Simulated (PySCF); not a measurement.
C6H8FN3.
Numbering: `[F:1][c:2]1[cH:3][n:4][n:5]([CH:6]2[CH2:7][CH2:8][CH2:9]2)[n:10]1` (hydrogens: H11 on C3; H12 on C6; H13, H14 on C7; H15, H16 on C8; H17, H18 on C9)

The same species was optimised twice, with GFN2-xTB and with PBE0-D3(BJ)/def2-SVP (PySCF), and the same property calculations (PySCF, gas phase) were run on both structures.

| coordinate | GFN2-xTB | PBE0-D3(BJ)/def2-SVP | change |
| --- | --- | --- | --- |
| F1–C2 (Å) | 1.325 | 1.311 | -0.014 |
| N5–C6 (Å) | 1.428 | 1.441 | +0.013 |
| N5–N10 (Å) | 1.313 | 1.320 | +0.007 |
| C2–N10 (Å) | 1.323 | 1.316 | -0.007 |
| C7–C8 (Å) | 1.536 | 1.541 | +0.005 |
| N4–N5 (Å) | 1.308 | 1.313 | +0.005 |
| C8–C9 (Å) | 1.536 | 1.541 | +0.005 |
| C3–N4 (Å) | 1.325 | 1.330 | +0.005 |
| C2–C3 (Å) | 1.397 | 1.402 | +0.005 |
| C6–C7 (Å) | 1.540 | 1.537 | -0.003 |
| C6–C9 (Å) | 1.537 | 1.537 | 0.000 |
| N5–C6–C9 (°) | 115.9 | 118.3 | +2.4 |
| N5–C6–C7 (°) | 116.1 | 118.4 | +2.3 |
| C6–C9–C8 (°) | 89.4 | 88.0 | -1.4 |
| C6–C7–C8 (°) | 89.3 | 87.9 | -1.4 |
| C3–N4–N5 (°) | 105.4 | 104.5 | -0.9 |
| N4–N5–N10 (°) | 115.1 | 115.9 | +0.8 |
| F1–C2–N10 (°) | 122.5 | 121.6 | -0.9 |
| C6–N5–N10 (°) | 122.5 | 121.7 | -0.8 |
| N4–N5–C6–C7 (°) | -121 | -127 | -6 |

Rotational constants: A = 3376, B = 826.5, C = 740.5 MHz (GFN2-xTB) against A = 3477, B = 801.8, C = 725.3 MHz (PBE0-D3(BJ)/def2-SVP). Atoms that the bonding makes alike are paired by their places after alignment.

On the GFN2-xTB structure: HOMO (eV) -7.48 [PBE0/pcSseg-1]; LUMO (eV) -0.27 [PBE0/pcSseg-1]; dipole (D) 1.84 [PBE0/pcSseg-1]; GIAO shielding of F1 (ppm) 323.8 [PBE0/pcSseg-1]; GIAO shielding of C2 (ppm) 14.1 [PBE0/pcSseg-1]; GIAO shielding of C3 (ppm) 65.8 [PBE0/pcSseg-1]; GIAO shielding of N4 (ppm) -103.4 [PBE0/pcSseg-1]; GIAO shielding of N5 (ppm) -4.9 [PBE0/pcSseg-1]; GIAO shielding of C6 (ppm) 128.4 [PBE0/pcSseg-1]; GIAO shielding of C7/C9 (mean) (ppm) 155.4 [PBE0/pcSseg-1]; GIAO shielding of C8 (ppm) 172.7 [PBE0/pcSseg-1].

Question: What do these properties become on the PBE0-D3(BJ)/def2-SVP structure?

Answer: 
| property | level | on GFN2-xTB | on PBE0-D3(BJ)/def2-SVP | change |
| --- | --- | --- | --- | --- |
| HOMO (eV) | PBE0/pcSseg-1 | -7.48 | -7.47 | +0.01 |
| LUMO (eV) | PBE0/pcSseg-1 | -0.27 | -0.31 | -0.04 |
| dipole (D) | PBE0/pcSseg-1 | 1.84 | 1.75 | -0.09 |
| energy, GFN2-xTB geometry as zero (kcal/mol) | PBE0/pcSseg-1 | 0.0 | -1.4 | -1.4 |
| GIAO shielding of F1 (ppm) | PBE0/pcSseg-1 | 323.8 | 325.5 | +1.7 |
| GIAO shielding of C2 (ppm) | PBE0/pcSseg-1 | 14.1 | 15.5 | +1.4 |
| GIAO shielding of C3 (ppm) | PBE0/pcSseg-1 | 65.8 | 64.4 | -1.4 |
| GIAO shielding of N4 (ppm) | PBE0/pcSseg-1 | -103.4 | -106.2 | -2.8 |
| GIAO shielding of N5 (ppm) | PBE0/pcSseg-1 | -4.9 | -6.6 | -1.7 |
| GIAO shielding of C6 (ppm) | PBE0/pcSseg-1 | 128.4 | 124.7 | -3.7 |
| GIAO shielding of C7/C9 (mean) (ppm) | PBE0/pcSseg-1 | 155.4 | 152.1 | -3.3 |
| GIAO shielding of C8 (ppm) | PBE0/pcSseg-1 | 172.7 | 168.8 | -3.9 |

The heavy atoms differ by 0.089 Å rms after alignment (one structure mirrored). Among bonds between heavy atoms F1–C2 and N5–C6 change most and about equally (-0.014 to +0.013 Å). Changes are differences of the printed values. Neither structure is proved a minimum here.

The values belong to the conformer `[F:1][c:2]1[cH:3][n:4][n:5]([CH:6]2[CH2:7][CH2:8][CH2:9]2)[n:10]1`: N4–N5–C6–C7 -127°.
